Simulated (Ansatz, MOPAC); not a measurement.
Dimer: BrH3Sn (SMILES [Br][SnH3]) (first 5 atoms) with NH3 (SMILES N); geometry from B3LYP-D3(BJ)/def2-TZVP, rigid monomers moved along the line of their centres of mass till Sn2···N6 is 5.39 Å.
(charge 0, multiplicity 1):
```xyz
9

Br     2.33329    -0.32594     0.97761
Sn     0.43826     1.06202     0.04340
H      1.13794     1.63114    -1.42276
H      0.13736     2.38632     1.06829
H     -0.88335     0.05541    -0.32376
N     -2.03625    -0.54963     4.55632
H     -2.95868    -0.37364     4.93865
H     -1.92421    -1.55231     4.45585
H     -1.35059    -0.24339     5.23748
```

Counterpoise-corrected where a basis set is named; no monomer relaxation.

Frozen-core correlation. Filled d and f shells under p-block atoms count as core. The state reached by PM7 isn't checked; PM7 holds dispersion and hydrogen-bond terms.

Programs: Ansatz (Gaussian orbitals); MOPAC for PM7 (differences of heats of formation). Each number belongs to the level named beside it. In def2 rows elements past Kr take small-core potentials, without spin–orbit coupling.

Estimate the interaction energy that PM7 returns for this input.

-0.8 kcal/mol

Ansatz is a program for electronic structure.
